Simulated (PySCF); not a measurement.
Methylammonium, CH6N (cation, charge +1), SMILES C[NH3+], singlet (B3LYP/def2-SVP optimised geometry):

```
8

C     -0.249     0.708     0.000
N      0.313    -0.690     0.000
H     -1.345     0.643    -0.001
H      0.103     1.226    -0.900
H      0.102     1.225     0.901
H      0.013    -1.226     0.829
H      1.345    -0.690     0.000
H      0.013    -1.226    -0.829
```

Calculation: B3LYP/def2-TZVP (PySCF 2.14.0).

Task: What are the frontier orbital energies?

Result: HOMO-2 -19.37 eV, HOMO-1 -17.07 eV, HOMO -17.07 eV, LUMO -5.78 eV, LUMO+1 -3.81 eV.

On the same geometry PBE/def2-TZVP run with PySCF 2.14.0 gives HOMO-2 -18.05 eV, HOMO-1 -15.72 eV, HOMO -15.72 eV, LUMO -6.28 eV, LUMO+1 -4.39 eV.

Meta-Löwdin charges at B3LYP/def2-TZVP: C1 -0.23, N2 -0.20, H3 0.17, H4 0.17, H5 0.17, H6 0.31, H7 0.31, H8 0.31.
